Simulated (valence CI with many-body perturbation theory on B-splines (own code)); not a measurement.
**Forbidden lines of Ta XXXIII**

Level of theory: relativistic CI+MBPT: five valence electrons over a frozen Dirac-Fock core [Kr], a basis of 7 s, 7 p, 8 d, 6 f, 4 g, 1 h functions for each j, with the one-electron correlation potential Σ1, the two-electron term Σ2, the three-electron term Σ3, Breit, model QED; selected CI, second order for the rest, scaled by the run's own slope (own B-spline code, finite nucleus).

The last digits are not significant, and no measured levels were compared; by estimate large intervals hold to a few tenths of a per cent, small ones and those within an open d or f shell to about a per cent. The list stops below the first excitations out of the core.

Lines 51 to 100 of 120 in falling wavelength, among levels below 982310 cm⁻¹, chosen from the decays that carry over 1 % of a level's rate. Wavelengths and rates use the calculated energies. Electric multipoles are in the length gauge, E1 and E2 with the static RPA response of the core. Weak lines are less certain than strong ones. Lines between different terms over intervals too small for the method are left out, as are lines whose strength nearly cancels.

Levels are named by their leading jj configuration (3d3/2^4 stands for four electrons in 3d with j = 3/2), which in mixed levels can hold well under half, so a name can repeat and another be missing. Letters in brackets count levels of one name in rising energy.

| λ vac (Å) | Upper | Lower | Type | A (s⁻¹) | Branch % |
| --- | --- | --- | --- | --- | --- |
| 780.2 | (4d3/2 4d5/2^4) J=5/2 [a] | (4d3/2^2 4d5/2^3) J=7/2 [a] | M1 | 2.50e+04 | 18.6 |
| 776.8 | (4d3/2^2 4d5/2^3) J=1/2 [a] | (4d3/2^3 4d5/2^2) J=3/2 [a] | M1 | 3.22e+04 | 62.8 |
| 776.2 | (4d3/2^2 4d5/2^3) J=5/2 [c] | (4d3/2^3 4d5/2^2) J=7/2 [b] | M1 | 1.59e+04 | 27.2 |
| 771.3 | (4d3/2^2 4d5/2^3) J=5/2 [a] | (4d3/2^3 4d5/2^2) J=5/2 [a] | M1 | 7.27e+04 | 90.3 |
| 769.1 | (4d3/2^3 4d5/2^2) J=7/2 [a] | (4d3/2^4 4d5/2) J=5/2 | M1 | 1.68e+04 | 96.9 |
| 767.6 | (4d3/2^2 4d5/2^3) J=13/2 | (4d3/2^3 4d5/2^2) J=11/2 | M1 | 5.93e+03 | 99.3 |
| 747.2 | (4d3/2^3 4d5/2^2) J=3/2 [a] | (4d3/2^4 4d5/2) J=5/2 | M1 | 4.45e+04 | 100.0 |
| 736.7 | (4d3/2^2 4d5/2^3) J=3/2 [a] | (4d3/2^3 4d5/2^2) J=3/2 [a] | M1 | 3.83e+04 | 45.0 |
| 730.6 | (4d3/2 4d5/2^4) J=3/2 [a] | (4d3/2^2 4d5/2^3) J=5/2 [b] | M1 | 1.53e+04 | 12.6 |
| 717.0 | (4d3/2^2 4d5/2^3) J=5/2 [b] | (4d3/2^3 4d5/2^2) J=3/2 [a] | M1 | 6.32e+03 | 14.2 |
| 712.0 | (4d3/2^2 4d5/2^3) J=7/2 [b] | (4d3/2^3 4d5/2^2) J=5/2 [b] | M1 | 8.10e+02 | 5.0 |
| 711.2 | (4d3/2 4d5/2^4) J=3/2 [a] | (4d3/2^2 4d5/2^3) J=3/2 [a] | M1 | 4.71e+04 | 38.8 |
| 708.4 | (4d3/2 4d5/2^4) J=11/2 | (4d3/2^2 4d5/2^3) J=13/2 | M1 | 1.09e+04 | 13.6 |
| 701.1 | (4d3/2^2 4d5/2^3) J=9/2 [b] | (4d3/2^3 4d5/2^2) J=9/2 | M1 | 3.33e+04 | 55.9 |
| 700.9 | (4d3/2^2 4d5/2^3) J=3/2 [b] | (4d3/2^3 4d5/2^2) J=1/2 | M1 | 4.37e+03 | 18.2 |
| 697.9 | (4d3/2^2 4d5/2^3) J=5/2 [b] | (4d3/2^3 4d5/2^2) J=7/2 [a] | M1 | 1.35e+04 | 30.3 |
| 692.8 | (4d3/2^2 4d5/2^3) J=5/2 [c] | (4d3/2^3 4d5/2^2) J=5/2 [b] | M1 | 9.48e+02 | 1.6 |
| 688.0 | (4d3/2 4d5/2^4) J=7/2 [a] | (4d3/2^2 4d5/2^3) J=9/2 [a] | M1 | 3.30e+04 | 34.6 |
| 677.4 | (4d3/2 4d5/2^4) J=3/2 [a] | (4d3/2^2 4d5/2^3) J=1/2 [a] | M1 | 3.80e+04 | 31.3 |
| 676.1 | (4d3/2^2 4d5/2^3) J=7/2 [b] | (4d3/2^3 4d5/2^2) J=9/2 | M1 | 8.78e+03 | 54.1 |
| 670.7 | (4d3/2^3 4d5/2^2) J=9/2 | (4d3/2^4 4d5/2) J=5/2 | E2 | 5.77e+00 | 5.6 |
| 670.1 | (4d3/2^2 4d5/2^3) J=3/2 [b] | (4d3/2^3 4d5/2^2) J=5/2 [b] | M1 | 8.37e+03 | 34.9 |
| 668.6 | (4d3/2^2 4d5/2^3) J=7/2 [c] | (4d3/2^3 4d5/2^2) J=7/2 [b] | M1 | 1.28e+04 | 37.3 |
| 666.2 | (4d3/2 4d5/2^4) J=5/2 [a] | (4d3/2^2 4d5/2^3) J=5/2 [a] | M1 | 8.94e+04 | 66.5 |
| 659.7 | (4d3/2^2 4d5/2^3) J=7/2 [a] | (4d3/2^3 4d5/2^2) J=5/2 [a] | M1 | 9.40e+03 | 22.9 |
| 650.1 | (4d3/2 4d5/2^4) J=11/2 | (4d3/2^2 4d5/2^3) J=9/2 [a] | M1 | 1.41e+04 | 17.6 |
| 648.5 | (4d3/2^2 4d5/2^3) J=9/2 [b] | (4d3/2^3 4d5/2^2) J=11/2 | M1 | 1.13e+04 | 18.9 |
| 643.5 | (4d3/2 4d5/2^4) J=7/2 [a] | (4d3/2^2 4d5/2^3) J=7/2 [a] | M1 | 2.88e+04 | 30.2 |
| 638.7 | (4d3/2^3 4d5/2^2) J=5/2 [b] | (4d3/2^4 4d5/2) J=5/2 | M1 | 5.27e+02 | 14.0 |
| 638.7 | (4d3/2^3 4d5/2^2) J=5/2 [b] | (4d3/2^4 4d5/2) J=5/2 | E2 | 3.77e+01 | 1.0 |
| 638.4 | (4d3/2^2 4d5/2^3) J=1/2 [b] | (4d3/2^3 4d5/2^2) J=1/2 | M1 | 1.78e+04 | 35.5 |
| 629.9 | (4d3/2 4d5/2^4) J=11/2 | (4d3/2^2 4d5/2^3) J=11/2 | M1 | 4.76e+04 | 59.7 |
| 618.4 | (4d3/2^2 4d5/2^3) J=9/2 [b] | (4d3/2^3 4d5/2^2) J=7/2 [a] | M1 | 1.00e+04 | 16.8 |
| 613.0 | (4d3/2^3 4d5/2^2) J=1/2 | (4d3/2^4 4d5/2) J=5/2 | E2 | 1.85e+01 | 2.6 |
| 608.2 | (4d3/2^2 4d5/2^3) J=3/2 [c] | (4d3/2^2 4d5/2^3) J=5/2 [a] | M1 | 4.37e+02 | 2.0 |
| 605.8 | (4d3/2^2 4d5/2^3) J=7/2 [c] | (4d3/2^3 4d5/2^2) J=5/2 [b] | M1 | 6.58e+03 | 19.1 |
| 598.8 | (4d3/2^2 4d5/2^3) J=7/2 [b] | (4d3/2^3 4d5/2^2) J=7/2 [a] | M1 | 6.26e+02 | 3.9 |
| 598.5 | (4d3/2^2 4d5/2^3) J=5/2 [c] | (4d3/2^3 4d5/2^2) J=3/2 [a] | M1 | 9.41e+03 | 16.1 |
| 585.1 | (4d3/2^2 4d5/2^3) J=5/2 [c] | (4d3/2^3 4d5/2^2) J=7/2 [a] | M1 | 2.30e+04 | 39.3 |
| 581.5 | (4d3/2^2 4d5/2^3) J=3/2 [b] | (4d3/2^3 4d5/2^2) J=3/2 [a] | M1 | 8.32e+03 | 34.7 |
| 581.1 | (4d3/2^3 4d5/2^2) J=7/2 [b] | (4d3/2^4 4d5/2) J=5/2 | M1 | 1.23e+03 | 84.7 |
| 579.6 | (4d3/2^2 4d5/2^3) J=7/2 [c] | (4d3/2^3 4d5/2^2) J=9/2 | M1 | 1.38e+04 | 40.2 |
| 578.4 | (4d3/2^2 4d5/2^3) J=5/2 [d] | (4d3/2^2 4d5/2^3) J=5/2 [a] | M1 | 1.46e+04 | 27.2 |
| 577.9 | (4d3/2^2 4d5/2^3) J=9/2 [c] | (4d3/2^3 4d5/2^2) J=7/2 [b] | M1 | 1.36e+04 | 68.4 |
| 573.6 | (4d3/2^2 4d5/2^3) J=3/2 [c] | (4d3/2^3 4d5/2^2) J=3/2 [b] | M1 | 7.59e+03 | 35.0 |
| 567.9 | (4d3/2^2 4d5/2^3) J=3/2 [a] | (4d3/2^3 4d5/2^2) J=5/2 [a] | M1 | 2.83e+04 | 33.2 |
| 563.9 | (4d3/2 4d5/2^4) J=7/2 [a] | (4d3/2^2 4d5/2^3) J=5/2 [a] | M1 | 3.99e+03 | 4.2 |
| 547.0 | (4d3/2^2 4d5/2^3) J=5/2 [d] | (4d3/2^3 4d5/2^2) J=3/2 [b] | M1 | 1.18e+04 | 21.9 |
| 537.8 | (4d3/2^2 4d5/2^3) J=1/2 [b] | (4d3/2^3 4d5/2^2) J=3/2 [a] | M1 | 3.04e+04 | 60.7 |
| 534.6 | (4d3/2 4d5/2^4) J=3/2 [a] | (4d3/2^2 4d5/2^3) J=5/2 [a] | M1 | 1.09e+04 | 8.9 |
